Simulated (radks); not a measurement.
The numbers below are computed, except where a source is named.
Question: The erbium ion Er29+, 39 electrons, occupied as [Kr] 4d3 (the NIST ground configuration). Level of theory: Dirac Kohn-Sham, BLYP, spin-unpolarised, spherical densities, finite nucleus; open shells fill j = l - 1/2 first; Fermi nuclear charge, rms radius 5.2516 fm (a radial shooting solver on a logarithmic mesh with Libxc functionals).

Spin-orbit splittings of the eigenvalues, e(l+1/2) - e(l-1/2), with zeta = 2 splitting/(2l+1) and mean radii in bohr:

shell  occ.  splitting (eV)  zeta (eV)  <r> j=l-1/2  <r> j=l+1/2
2p        6           917.2      611.5      0.07145      0.07872
3p        6           196.1      130.7       0.2129       0.2261
3d       10           43.07      17.23       0.1989       0.2030
4p        6           56.46      37.64       0.4667       0.4878
4d        3               ?          ?       0.4830       0.4890

Estimate the 4d splitting.

Answer: 11.89 eV (zeta = 4.757 eV).
